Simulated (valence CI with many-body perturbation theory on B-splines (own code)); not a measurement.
Values are calculated unless marked as measured or tabulated.
# Run record, Sb¹¹⁺

The program does CI of the valence electrons with many-body perturbation theory for a frozen closed Dirac-Fock core.

Command, and the settings that its task file holds:

```sh
python run_cv.py task.json out
```

```
atom Sb  Z=51  mass_number=121  rms_radius_fm=4.6802
core [Kr]
valence 4s4
avg = 1
basis = S
breit = 1
cap = 10000
capref = 1200
cscale = 1
de = 0.0
dress = 0
eps = 2e-08
extrap = 1
h = 0.27
hh = 1
l2 = 3
lcore = 6
maxit = 60
n2 = 5
natural = 1
nlev = 21
nno = [3, 3, 3, 3, 1]
nroot = 26
nsp = [3, 3, 2, 2, 0]
pt2 = 1
qed = 1
rpa = 1
s1 = 1
s2 = 1
s3 = 1
screen = 1
tol = 2e-05
whole = 1
```

(1) What became of the run, and why?

## Answers

(1) It gave no result: a shell was given more electrons than it holds. The program said: "a valence shell holds more than 4l+2 electrons".
